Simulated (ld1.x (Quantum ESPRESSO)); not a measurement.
# Varying the PAW potential for Co

Base potential:

```json
{
 "Element": "cobalt",
 "Generator": "ld1.x (Quantum ESPRESSO) 7.5",
 "Type": "PAW",
 "Functional": "PBE",
 "Relativity": "fully relativistic",
 "Frozen core": "[Ar]",
 "Valence charge": "9",
 "Reference configuration": "3d7 4s0 4p0 (charge +2)",
 "Partial waves": "4s (bound, empty): rcut 2.05, rcutus 2.25 bohr; 4s channel at 0.1 Ry: rcut 2.05, rcutus 2.25 bohr; 4p (bound, empty): rcut 1.85, rcutus 2.40 bohr; 4p channel at -0.55 Ry: rcut 1.85, rcutus 2.40 bohr; 3d (bound): rcut 0.90, rcutus 1.20 bohr; 3d channel at -1.65 Ry: rcut 0.90, rcutus 1.20 bohr",
 "Local potential": "all-electron potential smoothed inside 1.85 bohr (lloc = -1)",
 "Core correction": "Bessel-smoothed model core, default radius (core density twice the valence density)",
 "Augmentation charge": "PSQ, inside the norm-conserving radii"
}
```

Open shells are filled in proportion to 2j + 1 (rel_dist='average').

Cutoffs, loose and tight: the cutoffs (Ry, on a coarse ladder) from which the occupation-weighted sum of valence levels, in a spherical-Bessel basis at the reference potential, stays within 10 and 1 mRy of its value at 400 Ry. They do not see the model core or the augmentation charge, which bear on the density cutoff. Test errors are all-electron minus pseudo excitation energies from the reference, over the configurations 3d7 4s2 4p0; 3d7 4s1 4p0; 3d6 4s0 4p0; 3d7 4s1 4p1; 3d5 4s0 4p0; 3d7.5 4s1.5 4p0; 3d7 4s0 4p1. A dash means not determined; rows that change the core or the reference have their own tests.

Cutoffs are not given where the Bessel-basis levels miss the radial ones by over 6 mRy, ghosts where they miss by over 20 mRy; a channel whose overlap is not positive is not tested.

The default core radius of the base comes out at 0.44 bohr.

```tsv
change	outcome	bound ghosts	largest test error (meV)
base	generated	not determined	-1498
core correction a·sin(br)/r model core, default radius (ld1.x builds one for every PAW set, though the input has nlcc=.false.)	generated	not determined	-1765
core correction Bessel-smoothed model core inside 0.52 bohr	generated	not determined	-1498
core correction Bessel-smoothed model core inside 0.68 bohr	generated	not determined	-1498
core correction Bessel-smoothed model core inside 0.86 bohr	generated	not determined	-1497
core correction Bessel-smoothed model core inside 0.96 bohr	generated	not determined	-1497
core correction Bessel-smoothed model core inside 1.10 bohr	generated	not determined	-1497
core correction Bessel-smoothed model core inside 1.28 bohr	generated	not determined	-1498
core correction Bessel-smoothed model core inside 1.42 bohr	generated	not determined	-1499
```
